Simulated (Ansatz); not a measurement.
Method: PBE-D3(BJ)/def2-TZVP in Ansatz (a first-principles code). No frequencies were computed at this level.

Ansatz 0.2 input:
```yaml
crystal:
  periodic: [false, false, false]
  atoms:
    - { symbol: B, position_ang: [1.239177, 0.003331, -0.019632] }
    - { symbol: Si, position_ang: [-0.695437, -0.008584, 0.007751] }
    - { symbol: F, position_ang: [-1.449077, -1.134848, -0.84011] }
    - { symbol: F, position_ang: [-1.383104, -0.19595, 1.439492] }
    - { symbol: F, position_ang: [-1.410651, 1.315737, -0.533455] }
    - { symbol: H, position_ang: [1.849271, -0.71766, -0.705838] }
    - { symbol: H, position_ang: [1.84982, 0.737975, 0.651793] }
basis:
  gaussian: { orbitals: def2-tzvp }
hamiltonian:
  xc: pbe
  dispersion: d3bj
relax:
  max_steps: 150
```

Output:

```
Functional definition: PBE
977 factors; their error is unknown
mean field evaluation 1: about -16727.1537 eV, gradient 5.9e1 eV
mean field evaluation 2: about -16714.5120 eV, gradient 1.1e2 eV
mean field evaluation 4: about -16732.4301 eV, gradient 2.7e0 eV
mean field evaluation 8: about -16732.4344 eV, gradient 1.6e-1 eV
mean field evaluation 16: about -16732.4344 eV, gradient 6.2e-5 eV
mean field -16732.43440774 eV, -614.9056228331 hartree, gradient 6.2e-5 eV, S^2 0.000000; 0 other end points of the search recorded, 0 dependent functions left out
reference -16732.43444782 eV, -614.9056243060 hartree; 24, 24 occupied and 149, 149 virtual orbitals, 977 factors
relax step   1: F+E_penalty+E_count = -16732.54234061 eV  Δ(F+E_penalty+E_count) = +0.000e0 eV  max|allowed force component| = 2.566e0 eV/Å  Δτ_max = 0.0000 Å  (27 SCF iters, accepted)
these checks for a lower state are left out or cut short: starts, cluster_reference, orbital_swaps, neighbouring_geometries, increment
977 factors; their error is unknown
mean field -16732.58681490 eV, -614.9112236929 hartree, gradient 1.3e-5 eV, S^2 0.000000; 0 other end points of the search recorded, 0 dependent functions left out
reference -16732.58685482 eV, -614.9112251598 hartree; 24, 24 occupied and 149, 149 virtual orbitals, 977 factors
relax step   2: F+E_penalty+E_count = -16732.69424796 eV  Δ(F+E_penalty+E_count) = -1.519e-1 eV  max|allowed force component| = 1.409e0 eV/Å  Δτ_max = 0.0399 Å  (30 SCF iters, accepted)
these checks for a lower state are left out or cut short: starts, cluster_reference, orbital_swaps, neighbouring_geometries, increment
977 factors; their error is unknown
mean field -16732.64072023 eV, -614.9132046774 hartree, gradient 1.4e-5 eV, S^2 0.000000; 0 other end points of the search recorded, 0 dependent functions left out
reference -16732.64075994 eV, -614.9132061364 hartree; 24, 24 occupied and 149, 149 virtual orbitals, 977 factors
relax step   3: F+E_penalty+E_count = -16732.74809560 eV  Δ(F+E_penalty+E_count) = -5.385e-2 eV  max|allowed force component| = 1.361e-1 eV/Å  Δτ_max = 0.0578 Å  (29 SCF iters, accepted)
these checks for a lower state are left out or cut short: starts, cluster_reference, orbital_swaps, neighbouring_geometries, increment
977 factors; their error is unknown
mean field evaluation 32: about -16732.6521 eV, gradient 6.6e-4 eV
mean field -16732.64157697 eV, -614.9132361619 hartree, gradient 1.4e-5 eV, S^2 0.000000; 0 other end points of the search recorded, 0 dependent functions left out
reference -16732.64161668 eV, -614.9132376210 hartree; 24, 24 occupied and 149, 149 virtual orbitals, 977 factors
relax step   4: F+E_penalty+E_count = -16732.74889982 eV  Δ(F+E_penalty+E_count) = -8.042e-4 eV  max|allowed force component| = 6.170e-2 eV/Å  Δτ_max = 0.0088 Å  (32 SCF iters, accepted)
these checks for a lower state are left out or cut short: starts, cluster_reference, orbital_swaps, neighbouring_geometries, increment
977 factors; their error is unknown
mean field -16732.64174560 eV, -614.9132423589 hartree, gradient 1.4e-5 eV, S^2 0.000000; 0 other end points of the search recorded, 0 dependent functions left out
reference -16732.64178532 eV, -614.9132438186 hartree; 24, 24 occupied and 149, 149 virtual orbitals, 977 factors
relax step   5: F+E_penalty+E_count = -16732.74913032 eV  Δ(F+E_penalty+E_count) = -2.305e-4 eV  max|allowed force component| = 9.474e-3 eV/Å  Δτ_max = 0.0043 Å  (33 SCF iters, accepted)
977 factors; their error is unknown
mean field -16732.64174560 eV, -614.9132423589 hartree, gradient 2.4e-5 eV, S^2 0.000000; 1 other end points of the search recorded, 0 dependent functions left out
reference -16732.64178532 eV, -614.9132438186 hartree; 24, 24 occupied and 149, 149 virtual orbitals, 977 factors
Total energy: -16732.74917004 eV, -614.9171901343 hartree
Atom 0 at     1.228454    -0.002214    -0.023860 Å, force    -0.009474    -0.001010     0.000522 eV/Å
Atom 1 at    -0.779493    -0.022067     0.005905 Å, force     0.008803     0.001889     0.000103 eV/Å
Atom 2 at    -1.450463    -1.180275    -0.871305 Å, force    -0.001725    -0.003481    -0.001130 eV/Å
Atom 3 at    -1.331000    -0.205635     1.498789 Å, force    -0.000431    -0.001580     0.003103 eV/Å
Atom 4 at    -1.340616     1.368827    -0.559485 Å, force    -0.001306     0.003896    -0.002529 eV/Å
Atom 5 at     1.862521    -0.731917    -0.730913 Å, force     0.002353     0.001571     0.000452 eV/Å
Atom 6 at     1.810596     0.773282     0.680870 Å, force     0.001781    -0.001284    -0.000521 eV/Å
Dipole moment:     0.419255    -0.007719    -0.008437 e Å
```

Cost: very roughly 26 core-seconds.
